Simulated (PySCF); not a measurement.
**Al²⁺: excitation energy**

Al²⁺ [Ne] 3s1 (2S) → Al²⁺ [Ne] 3d1 (2D), as a difference of total energies. Calculation: PySCF 2.14, in aug-cc-pwCVTZ; the non-relativistic Hamiltonian (point nucleus). Correlated levels: valence and next inner shell: 1s2 frozen; nothing frozen. The calculations carry no spin-orbit coupling.

| method | excitation energy (eV) |
| --- | --- |
| UHF | 14.120 |
| LDA | 14.009 |
| PBE | 13.687 |
| PBE0 | 13.816 |
| r2SCAN | 13.755 |
| PBEsol | 13.682 |
| TPSSh | 13.607 |
| wB97M-V | 14.018 |
| B97-3 | 13.564 |
| MP2 (valence and next inner shell) | 14.324 |
| SCS-MP2 (valence and next inner shell) | 14.282 |
| MP2 (all electrons) | 14.320 |
| SCS-MP2 (all electrons) | 14.280 |

Task: How much does correlation contribute at MP2 (all electrons)?

Result: 14.320 − (14.120) = 0.200 eV, measured against UHF.

The promoted electron is Rydberg-like, and one or two diffuse shells describe it only roughly, which tends to raise the upper state.
